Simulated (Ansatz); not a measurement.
`C/C=C/[SiH2]N`, relaxed with RKS PBE-D4/def2-SVP in the Gaussian-basis code of Ansatz from a rough embedded geometry. The force threshold is 0.03 eV/Å; the program also tests the step.

Charge 0, multiplicity 1.

Start:

```xyz
14

C    -1.292    1.948   -0.768
C    -0.879    0.666   -0.279
C     0.324    0.130   -0.565
Si    0.883   -1.573    0.076
N     1.573   -1.341    1.572
H    -1.515    2.683    0.087
H    -2.207    1.910   -1.360
H    -0.524    2.474   -1.340
H    -1.659    0.144    0.335
H     1.011    0.624   -1.167
H    -0.240   -2.477    0.157
H     1.926   -2.094   -0.846
H     1.763   -2.199    1.946
H     0.835   -0.896    2.152
```

```json
{"step": "1", "energy (eV)": "-12608.5223", "largest force (eV/Å)": "3.514", "largest move (Å)": "0.000"}
{"step": "2", "energy (eV)": "-12609.1191", "largest force (eV/Å)": "1.222", "largest move (Å)": "0.137"}
{"step": "3", "energy (eV)": "-12609.2355", "largest force (eV/Å)": "0.420", "largest move (Å)": "0.141"}
{"step": "4", "energy (eV)": "-12609.2437", "largest force (eV/Å)": "0.319", "largest move (Å)": "0.095"}
{"step": "5", "energy (eV)": "-12609.2629", "largest force (eV/Å)": "0.223", "largest move (Å)": "0.092"}
{"step": "6", "energy (eV)": "-12609.2805", "largest force (eV/Å)": "0.154", "largest move (Å)": "0.200"}
{"step": "7", "energy (eV)": "-12609.2822", "largest force (eV/Å)": "0.223", "largest move (Å)": "0.119"}
{"step": "8", "energy (eV)": "-12609.2886", "largest force (eV/Å)": "0.155", "largest move (Å)": "0.090"}
{"step": "9", "energy (eV)": "-12609.2901", "largest force (eV/Å)": "0.152", "largest move (Å)": "0.029"}
{"step": "10 (rejected)", "energy (eV)": "-12609.2882", "largest force (eV/Å)": "0.405", "largest move (Å)": "0.031"}
{"step": "11", "energy (eV)": "-12609.2926", "largest force (eV/Å)": "0.016", "largest move (Å)": "0.015"}
{"step": "12", "energy (eV)": "-12609.2926", "largest force (eV/Å)": "0.036", "largest move (Å)": "0.031"}
{"step": "13", "energy (eV)": "-12609.2931", "largest force (eV/Å)": "0.018", "largest move (Å)": "0.014"}
```

End:

```xyz
14

C    -1.365    2.035   -0.887
C    -0.960    0.657   -0.456
C     0.306    0.189   -0.359
Si    0.715   -1.550    0.190
N     1.801   -1.481    1.561
H    -1.947    2.546   -0.089
H    -2.036    1.993   -1.773
H    -0.490    2.667   -1.140
H    -1.796   -0.024   -0.200
H     1.136    0.878   -0.612
H    -0.618   -2.246    0.402
H     1.467   -2.326   -0.862
H     2.309   -2.331    1.815
H     1.476   -1.006    2.408
```

Hardware: 4 threads of an Arm Neoverse V1 on a shared host. Wall time 19 s, peak host memory 0.16 GiB.
